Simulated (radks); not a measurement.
Values are calculated unless marked as measured or tabulated.
Spherical jellium clusters: N electrons in a uniform positive sphere of charge N and radius rs N^(1/3), rs = 2.07 bohr. Level of theory: non-relativistic Kohn-Sham, PBEsol, spin-polarised, spherical densities (a radial shooting solver with Libxc functionals). Levels are named by radial order and angular momentum (1s, 1p, 1d, 2s, ...), and open shells are averaged over m.

N = 12, configuration 1s2 1p6 1d(up 4, down 0). This is the lowest configuration that the search found. Occupied and some empty levels:

level,occupation,eigenvalue (eV),<r> (bohr)
1s up,1,-11.253,3.063
1s down,1,-10.766,2.913
1p up,3,-7.5164,3.890
1p down,3,-6.6547,3.796
1d up,4,-3.4517,4.741
2s up,0,-2.9704,4.966
1d down,0,-2.4168,4.767
2s down,0,-2.2909,5.072

Energy (eV): total -1.57883, kinetic 65.247, external -932.01, Hartree 441.05, exchange-correlation -71.970, background 496.10.
